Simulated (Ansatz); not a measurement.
Basis-set extrapolation for CH8AlNOSi (PBE0-D4/def2-TZVP geometry, frozen core, the Gaussian-basis code of Ansatz). Multiplicity 1, RHF reference.

|  | def2-TZVPP | def2-QZVPP |
| --- | --- | --- |
| HF | -702.833765 | -702.858161 |
| MP2 correlation | -0.840325 | -0.901664 |
| CCSD(T) correlation | -0.924004 | not run |

Energies in hartree. Use E(X) = E(∞) + A·exp(−7.88·√X) for Hartree–Fock and E(X) = E(∞) + B·X^(−2.97) for correlation, with X = 3 and 4, and add CCSD(T) minus MP2 of the smaller set to the MP2 limit.

What is the CCSD(T) energy at the basis-set limit?

HF limit: -702.858161 + (-0.024396) × 0.13774 = -702.86152. MP2 limit: -0.901664 + (-0.061339) × 0.74074 = -0.94710. Higher-order term: -0.924004 − (-0.840325) = -0.08368. Total: -703.89230 hartree, 353.2 kJ/mol below CCSD(T)/def2-TZVPP.
